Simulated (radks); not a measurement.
Species: Fe+. Configuration: [Ar] 3d5.5 4s1.5 (fractional occupations, a model configuration). Calculated with a radial shooting solver on a logarithmic mesh with Libxc functionals: non-relativistic Kohn-Sham, r2SCAN, spin-polarised, spherical densities, point nucleus; open shells are filled with parallel spins first; meta-GGA in the generalised Kohn-Sham scheme.

Radial electron density D(r) = 4 pi r^2 rho(r):

r (bohr)  D(r) (e/bohr)  spin D(r)
0.00254          0.8466   0.000236
0.002887          1.074   0.000299
0.003308          1.379   0.000384
0.00379           1.766   0.000491
0.004342          2.252   0.000625
0.004974          2.861   0.000793
0.005699          3.616    0.00100
0.006477          4.486    0.00124
0.007421          5.607    0.00154
0.008502          6.958    0.00191
0.00974           8.565    0.00233
0.01116           10.45    0.00283
0.01278           12.60    0.00337
0.01453           14.88    0.00393
0.01665           17.51    0.00454
0.01907           20.28    0.00512
0.02185           23.09    0.00561
0.02503           25.75    0.00593
0.02868           28.09    0.00597
0.0326            29.80    0.00567
0.03735           30.91    0.00489
0.04279           31.15    0.00361
0.04902           30.49    0.00189
0.05616           29.08  0.0000205
0.06383           27.37   -0.00136
0.07313           25.59   -0.00145
0.08378           24.43    0.00155
0.09599           24.39     0.0101
0.11              25.71     0.0279
0.126             28.22     0.0606
0.1432            31.10      0.111
0.1641            33.73      0.196
0.188             34.82      0.325
0.2153            33.60      0.514
0.2467            29.97      0.783
0.2827            24.70       1.15
0.3213            19.48       1.59
0.3681            15.13       2.16
0.4217            13.03       2.80
0.4831            13.23       3.44
0.5535            14.81       3.98
0.6291            16.27       4.30
0.7207            16.62       4.34
0.8257            15.32       4.09
0.946             12.69       3.60
1.084             9.516       3.00
1.242             6.555       2.37
1.411             4.382       1.84
1.617             2.825       1.37
1.852             1.900      0.993
2.122             1.369      0.707
2.431             1.028      0.483
2.786            0.7563      0.307
3.166            0.5292      0.180
3.627            0.3238     0.0864
4.156            0.1714     0.0328
4.761           0.07662    0.00838
5.455           0.02825   0.000539
6.249          0.008406  -0.000626
7.103          0.002161  -0.000344
8.138         0.0003955  -0.000101

D(r) has 3 maxima, at r = 0.0414, 0.188, 0.692 bohr, and minima at 0.0900, 0.446 bohr, inside which lie 2.12, 10.69 electrons.
